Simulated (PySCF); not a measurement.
# Continuum solvent and chemical shifts

Atoms are numbered as in `[CH2:1]=[CH:2][c:3]1[n:4][cH:5][cH:6][cH:7][p:8]1`. Each H is labelled by its parent atom. Ha(C1) is cis to C3; Hb(C1) is trans to C3.

GIAO PBE0/pcSseg-1 in PySCF 2.14.0 with density-fitted response routines on one PBE0-D3(BJ)/def2-SVP conformer, non-relativistic, equivalent nuclei averaged. Solvents enter as an IEF-PCM continuum (benzene with ε = 2.3, chloroform with ε = 4.7) around the gas-phase geometry. Shifts are referred to TMS computed in the same medium.

Gas phase, δ in ppm: C3 197.6, C7 174.9, C5 153.1, C2 147.1, C6 127.5, C1 126.0, H(C7) 9.29, H(C5) 8.89, Ha(C1) 7.39, H(C6) 7.28, H(C2) 7.28, Hb(C1) 5.70. Dipole moment 1.40 D.

Question: How does each δ change in the continuum?

Answer: 
```
 atoms                                         environment  Δδ, benzene  Δδ, chloroform
    C3               ring carbon next to a ring phosphorus         +0.2            +0.3
    C7                   ring CH next to a ring phosphorus         +1.5            +2.6
    C5                 aromatic CH next to a ring nitrogen         +1.1            +1.8
    C2                                           alkene CH         +0.7            +1.2
    C6                                         aromatic CH         +1.4            +2.3
    C1                                terminal =CH2 carbon         +0.2            +0.2
 H(C7)     hydrogen on a ring CH next to a ring phosphorus        +0.15           +0.25
 H(C5)  hydrogen on an aromatic CH next to a ring nitrogen        +0.07           +0.11
Ha(C1)                  hydrogen on a terminal =CH2 carbon        -0.01           -0.04
 H(C6)                          hydrogen on an aromatic CH        +0.19           +0.31
 H(C2)                            hydrogen on an alkene CH        +0.08           +0.13
Hb(C1)                  hydrogen on a terminal =CH2 carbon        +0.09           +0.14
```

Changes are relative to the gas phase. The dipole moment becomes 1.70 D in benzene, 1.91 D in chloroform.

Question: Which of the listed nuclei move most (in ppm), and what does the model miss? (N and O are left out, as their reference compounds move with the solvent too.)

Answer: C7 (ring CH next to a ring phosphorus, +2.6 ppm) in chloroform. A continuum only polarises the solute; specific hydrogen bonds, the anisotropy of aromatic solvents and changes of geometry or conformer are outside it.
